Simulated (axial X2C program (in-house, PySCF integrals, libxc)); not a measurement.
**Low determinants of AuSi at the PBE0 level, without spin–orbit coupling**

All values were computed with an axial X2C code built on PySCF integrals. Spin-free means the one-electron spin-free X2C Hamiltonian. Basis: Au dyall-cv3z [13s14p9d6f4g], Si dyall-v3z [8s7p2d1f] (cores contracted in-house); Gaussian nuclei, density fitting, unrestricted open shells. Masses: Au 196.967 u, Si 27.977 u.

Search at 2.246 Å (vertical energies from the lowest determinant):

```json
{"ΔE (eV)": "0.00", "state": "M_S = 1/2, Λ = 1", "electrons beyond evenly filled partner blocks": "π+α", "electrons in σ, π, δ, φ": "36 37 16 4"}
{"ΔE (eV)": "1.44", "state": "M_S = 3/2, Λ = 0", "electrons beyond evenly filled partner blocks": "σα, π+α, π-α", "electrons in σ, π, δ, φ": "35 38 16 4"}
{"ΔE (eV)": "1.69", "state": "M_S = 1/2, Λ = 0", "electrons beyond evenly filled partner blocks": "σα", "electrons in σ, π, δ, φ": "37 36 16 4"}
{"ΔE (eV)": "1.89", "state": "M_S = 1/2, Λ = 0", "electrons beyond evenly filled partner blocks": "σβ, π+α, π-α", "electrons in σ, π, δ, φ": "35 38 16 4"}
{"ΔE (eV)": "2.43", "state": "M_S = 1/2, Λ = 2", "electrons beyond evenly filled partner blocks": "σα, π+α, π+β", "electrons in σ, π, δ, φ": "35 38 16 4"}
{"ΔE (eV)": "2.43", "state": "M_S = 1/2, Λ = 0", "electrons beyond evenly filled partner blocks": "σα, π+β, π-α", "electrons in σ, π, δ, φ": "35 38 16 4"}
{"ΔE (eV)": "2.78", "state": "M_S = 3/2, Λ = 1", "electrons beyond evenly filled partner blocks": "2 × σα, π+α", "electrons in σ, π, δ, φ": "36 37 16 4"}
```

Lowest determinant, M_S = 1/2, Λ = 1 (beyond evenly filled blocks: π+α): Re = 2.249 Å, ωe = 376.8 cm⁻¹.

The determinant in row 2 of the search, M_S = 3/2, Λ = 0 (beyond evenly filled blocks: σα, π+α, π-α), was followed along the bond at PBE0; measured from the minimum of the lowest determinant it gives:

Te = 1.431 eV (11544 cm⁻¹), Re = 2.275 Å, ωe = 332.8 cm⁻¹.

Task: Compare the bond of the determinant in row 2 with that of the lowest one.

Result: At PBE0 its Re is 0.026 Å longer and its force constant, which goes as ωe², is 0.78 times that of the lowest determinant. T0 ≈ Te + Δωe/2 = 11544 + (-22) = 11522 cm⁻¹.

The search compares states at one distance, so a state with another bond length can lie lower; it is not exhaustive and yields mostly the lowest determinant of each block pattern, so other components and higher states of one pattern are missing. These are energies of single determinants, not of spin-adapted states; PBE0 term energies can be off by some tenths of an eV, and the functional has no current term. Spin–orbit coupling is large for these atoms, so the spin-free order is a model.
